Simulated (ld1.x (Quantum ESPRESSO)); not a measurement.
Ti (Z = 22): excitation energies, all-electron against PAW

```json
{
 "Element": "Ti (Z = 22)",
 "Generator": "ld1.x (Quantum ESPRESSO) 7.5",
 "Type": "PAW",
 "Functional": "PBE",
 "Relativity": "scalar-relativistic",
 "Frozen core": "[Ar]",
 "Valence charge": "4",
 "Reference configuration": "3d2 4s2 4p0",
 "Partial waves": "4s (bound): rcut 3.00, rcutus 3.50 bohr; 4s channel at 2.35 Ry: rcut 3.00, rcutus 3.50 bohr; 4p (bound, empty): rcut 2.35, rcutus 2.65 bohr; 4p channel at 0.45 Ry: rcut 2.35, rcutus 2.65 bohr; 3d (bound): rcut 2.35, rcutus 2.95 bohr; 3d channel at 1.35 Ry: rcut 2.35, rcutus 2.95 bohr",
 "Local potential": "all-electron potential smoothed inside 2.95 bohr (lloc = -1)",
 "Core correction": "Bessel-smoothed model core inside 1.65 bohr",
 "Augmentation charge": "BESSEL, radius 1.70 bohr"
}
```

Energies are relative to the spin-unpolarised reference configuration 3d2 4s2 4p0; without spin polarisation the order of configurations can differ from experiment. The frozen-core shift is the all-electron ΔE with the core orbitals held at their reference shape minus the fully relaxed ΔE.

```json
{"valence configuration": "3d2 4s1 4p0", "charge": "+1", "ΔE all-electron (eV)": "7.347", "error AE − PS (meV)": "-2.6", "frozen-core shift (meV)": "+2.0"}
{"valence configuration": "3d2 4s0 4p0", "charge": "+2", "ΔE all-electron (eV)": "20.919", "error AE − PS (meV)": "-21", "frozen-core shift (meV)": "+14"}
{"valence configuration": "3d1 4s0 4p0", "charge": "+3", "ΔE all-electron (eV)": "47.867", "error AE − PS (meV)": "-701", "frozen-core shift (meV)": "+682"}
{"valence configuration": "3d2 4s1.5 4p0", "charge": "+0.5", "ΔE all-electron (eV)": "2.937", "error AE − PS (meV)": "-0.4", "frozen-core shift (meV)": "+0.5"}
{"valence configuration": "3d3 4s1 4p0", "charge": "0", "ΔE all-electron (eV)": "1.106", "error AE − PS (meV)": "-85", "frozen-core shift (meV)": "+91"}
{"valence configuration": "3d3 4s0 4p0", "charge": "+1", "ΔE all-electron (eV)": "7.395", "error AE − PS (meV)": "-157", "frozen-core shift (meV)": "+146"}
```

**Question.** What are ΔE and the potential's error for 3d2 4s1 4p1?

**Answer.** ΔE = 3.076 eV all-electron; the error (AE − PS) is -0.5 meV.

Levels in the configuration 3d2 4s0 4p0:

```
level  all-electron (eV)  pseudo (eV)
   3d            -19.680      -19.730
```
